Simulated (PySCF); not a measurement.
COS, charge +1, doublet, at a GFN2-xTB geometry (a state made from the parent by changing its charge; the spin is typed, not shown lowest); SVWN5/6-31G (PySCF).

Input for PySCF:
```python
from pyscf import gto, scf, dft

mol = gto.M(
    atom='''
O    -0.00000000   -0.00000000   -1.68366881
C    -0.00000000   -0.00000000   -0.55245407
S     0.00000000    0.00000000    1.04900468
''',
    basis='6-31g',
    charge=1,
    spin=1,
    verbose=4,
)

mf = dft.UKS(mol)
mf.xc = 'lda,vwn'
mf.kernel()
mf.analyze()
```

It wrote (shortened):

```
PySCF version 2.14.0

[INPUT] verbose = 4
[INPUT] num. atoms = 3
[INPUT] num. electrons = 29
[INPUT] charge = 1
[INPUT] spin (= nelec alpha-beta = 2S) = 1
[INPUT] symmetry False subgroup None
[INPUT] Mole.unit = angstrom
[INPUT] Symbol           X                Y                Z      unit          X                Y                Z       unit  Magmom
[...]
nuclear repulsion = 78.9628626377604
number of shells = 17
number of NR pGTOs = 90
number of NR cGTOs = 31
basis = 6-31g
ecp = {}

******** <class 'pyscf.dft.uks.UKS'> ********
method = UKS
initial guess = minao
damping factor = 0
level_shift factor = 0
DIIS = <class 'pyscf.scf.diis.CDIIS'>
diis_start_cycle = 1
diis_space = 8
diis_damp = 0
SCF conv_tol = 1e-09
SCF conv_tol_grad = None
SCF max_cycles = 50
direct_scf = True
direct_scf_tol = 1e-13
number electrons alpha = 15  beta = 14
XC library pyscf.dft.libxc version 7.1.2
    S. Lehtola, C. Steigemann, M. J. T. Oliveira, and M. A. L. Marques,  SoftwareX 7, 1–5 (2018)
XC functionals = lda,vwn
    P. A. M. Dirac,  Math. Proc. Cambridge Philos. Soc. 26, 376 (1930)
    F. Bloch,  Z. Phys. 57, 545 (1929)
    S. H. Vosko, L. Wilk, and M. Nusair,  Can. J. Phys. 58, 1200 (1980)
radial grids:
    Treutler-Ahlrichs [JCP 102, 346 (1995); DOI:10.1063/1.469408] (M4) radial grids

becke partition: Becke, JCP 88, 2547 (1988); DOI:10.1063/1.454033
pruning grids: <function nwchem_prune>
grids dens level: 3
symmetrized grids: False
atomic radii adjust function: <function treutler_atomic_radii_adjust>
small_rho_cutoff = 0
Set gradient conv threshold to 3.16228e-05
tot grids = 47080
init E= -509.704812714777

cycle= 1 E= -508.654463093225  delta_E= 1.05  |g|= 0.513  |ddm|= 1.71
cycle= 2 E= -505.790617230031  delta_E= 2.86  |g|=  2.3  |ddm|= 1.94
cycle= 3 E= -508.677636231639  delta_E= -2.89  |g|= 0.405  |ddm|= 1.86
cycle= 4 E= -508.779988397215  delta_E= -0.102  |g|= 0.0692  |ddm|= 0.527
cycle= 5 E= -508.782284464891  delta_E= -0.0023  |g|= 0.0233  |ddm|= 1.15
cycle= 6 E= -508.782977612374  delta_E= -0.000693  |g|= 0.0131  |ddm|= 1.13
cycle= 7 E= -508.782930940301  delta_E= 4.67e-05  |g|= 0.0134  |ddm|= 1.13

cycle= 8 E= -508.783081580497  delta_E= -0.000151  |g|= 0.0106  |ddm|= 0.0113

cycle= 9 E= -508.782988058468  delta_E= 9.35e-05  |g|= 0.0123  |ddm|= 1.13

cycle= 10 E= -508.783039043044  delta_E= -5.1e-05  |g|= 0.0115  |ddm|= 0.00484

cycle= 11 E= -508.783094689502  delta_E= -5.56e-05  |g|= 0.0104  |ddm|= 0.778

cycle= 12 E= -508.783076682124  delta_E= 1.8e-05  |g|= 0.0108  |ddm|= 0.801
cycle= 13 E= -508.782918121274  delta_E= 0.000159  |g|= 0.0134  |ddm|= 1.13

cycle= 14 E= -508.783040865944  delta_E= -0.000123  |g|= 0.0114  |ddm|= 0.0102
cycle= 15 E= -508.782611508846  delta_E= 0.000429  |g|= 0.0174  |ddm|= 1.13
cycle= 16 E= -508.782949989734  delta_E= -0.000338  |g|= 0.0129  |ddm|= 0.0214
cycle= 17 E= -508.782233080173  delta_E= 0.000717  |g|= 0.0214  |ddm|= 1.13
cycle= 18 E= -508.782365862121  delta_E= -0.000133  |g|= 0.0201  |ddm|= 0.0055

cycle= 19 E= -508.780816220611  delta_E= 0.00155  |g|= 0.0324  |ddm|= 0.0506
cycle= 20 E= -508.782688474907  delta_E= -0.00187  |g|= 0.0165  |ddm|= 1.14
cycle= 21 E= -508.782685928118  delta_E= 2.55e-06  |g|= 0.0165  |ddm|= 0.00314
cycle= 22 E= -508.782801928914  delta_E= -0.000116  |g|= 0.0151  |ddm|= 0.00697
cycle= 23 E= -508.782387884065  delta_E= 0.000414  |g|= 0.0199  |ddm|= 1.13
cycle= 24 E= -508.782363719623  delta_E= 2.42e-05  |g|= 0.0201  |ddm|= 0.00519
cycle= 25 E= -508.782789736548  delta_E= -0.000426  |g|= 0.0153  |ddm|= 0.0317

cycle= 26 E= -508.782968149661  delta_E= -0.000178  |g|= 0.0126  |ddm|= 0.0139
cycle= 27 E= -508.782795500402  delta_E= 0.000173  |g|= 0.0152  |ddm|= 1.13
cycle= 28 E= -508.782676067073  delta_E= 0.000119  |g|= 0.0167  |ddm|= 1.13

cycle= 29 E= -508.782978837208  delta_E= -0.000303  |g|= 0.0125  |ddm|= 0.0179
cycle= 30 E= -508.782475363633  delta_E= 0.000503  |g|= 0.019  |ddm|= 1.13
[...]
cycle= 33 E= -508.782869310466  delta_E= -0.000386  |g|= 0.0141  |ddm|= 0.0223

cycle= 34 E= -508.783030265697  delta_E= -0.000161  |g|= 0.0116  |ddm|= 0.0469
cycle= 35 E= -508.782439943682  delta_E= 0.00059  |g|= 0.0194  |ddm|= 1.13
cycle= 36 E= -508.782645003376  delta_E= -0.000205  |g|= 0.0171  |ddm|= 0.0165
cycle= 37 E= -508.78283779793  delta_E= -0.000193  |g|= 0.0146  |ddm|= 0.0355
cycle= 38 E= -508.782463105751  delta_E= 0.000375  |g|= 0.0191  |ddm|= 0.0209
cycle= 39 E= -508.782378873164  delta_E= 8.42e-05  |g|= 0.02  |ddm|= 0.00427

cycle= 40 E= -508.782969910259  delta_E= -0.000591  |g|= 0.0126  |ddm|= 0.0828
cycle= 41 E= -508.782489469521  delta_E= 0.00048  |g|= 0.0188  |ddm|= 1.13
cycle= 42 E= -508.782629139663  delta_E= -0.00014  |g|= 0.0172  |ddm|= 0.00783
cycle= 43 E= -508.782943504492  delta_E= -0.000314  |g|= 0.013  |ddm|= 0.0181
cycle= 44 E= -508.782839451416  delta_E= 0.000104  |g|= 0.0146  |ddm|= 1.13
cycle= 45 E= -508.782934740179  delta_E= -9.53e-05  |g|= 0.0132  |ddm|= 1.13
cycle= 46 E= -508.782905622369  delta_E= 2.91e-05  |g|= 0.0136  |ddm|= 0.0165
cycle= 47 E= -508.782129966501  delta_E= 0.000776  |g|= 0.0224  |ddm|= 0.038
cycle= 48 E= -508.782466905827  delta_E= -0.000337  |g|= 0.0191  |ddm|= 1.14

cycle= 49 E= -508.78017794798  delta_E= 0.00229  |g|= 0.0363  |ddm|= 0.071
cycle= 50 E= -508.78231112802  delta_E= -0.00213  |g|= 0.0206  |ddm|= 0.0644
SCF not converged.
SCF energy = -508.78231112802 after 50 cycles  <S^2> = 0.75523616  2S+1 = 2.0052293
**** SCF Summaries ****
Total Energy =                        -508.782311128020297
Nuclear Repulsion Energy =              78.962862637760367
One-electron Energy =                 -850.218674171899920
Two-electron Energy =                  262.473500406119285
Two-electron Coulomb Energy =          299.498566150252373
DFT Exchange-Correlation Energy =      -37.025065744133080
**** MO energy ****
                             alpha | beta                alpha | beta
[...]
To work with the spin densities directly, `use mulliken_meta_spin()` only printing them here.

 ** Mulliken spin pop alpha/beta on meta-lowdin orthogonal AOs **
 ** Mulliken Spin Density (per AO)  **
spin_pop of  0 O 1s       -0.00000
spin_pop of  0 O 2s        0.00191
spin_pop of  0 O 3s       -0.00015
spin_pop of  0 O 2px       0.00373
spin_pop of  0 O 2py       0.20514
spin_pop of  0 O 2pz       0.00197
spin_pop of  0 O 3px       0.00039
spin_pop of  0 O 3py       0.00018
spin_pop of  0 O 3pz       0.00024
spin_pop of  1 C 1s        0.00000
spin_pop of  1 C 2s       -0.01004
spin_pop of  1 C 3s       -0.00003
spin_pop of  1 C 2px      -0.04826
spin_pop of  1 C 2py       0.01895
spin_pop of  1 C 2pz      -0.00628
spin_pop of  1 C 3px      -0.00001
spin_pop of  1 C 3py       0.00001
spin_pop of  1 C 3pz      -0.00040
spin_pop of  2 S 1s        0.00000
spin_pop of  2 S 2s       -0.00000
spin_pop of  2 S 3s        0.00407
spin_pop of  2 S 4s       -0.00003
spin_pop of  2 S 2px       0.00000
spin_pop of  2 S 2py       0.00014
spin_pop of  2 S 2pz      -0.00000
spin_pop of  2 S 3px       0.05485
spin_pop of  2 S 3py       0.75724
spin_pop of  2 S 3pz       0.00784
spin_pop of  2 S 4px       0.00278
spin_pop of  2 S 4py       0.00488
spin_pop of  2 S 4pz       0.00091
 ** Mulliken Spin Density (per atom)  **
spin density of  0 O =      0.21340
spin density of  1 C =     -0.04607
spin density of  2 S =      0.83267
 ** Mulliken pop alpha/beta on meta-lowdin orthogonal AOs **
 ** Mulliken pop       alpha | beta **
[...]
In total            15.00000 | 14.00000
 ** Mulliken atomic charges   ( Nelec_alpha | Nelec_beta ) **
charge of  0O =      0.09289  (     4.06026      3.84686 )
charge of  1C =      0.28724  (     2.83335      2.87942 )
charge of  2S =      0.61987  (     8.10640      7.27373 )

WARN: System has nonzero charge 1; the dipole moment is origin-dependent.
Location of origin: [0. 0. 0.]

Dipole moment(X, Y, Z, Debye): -0.00000, -0.00000,  1.26128
```

Convergence was not reached.
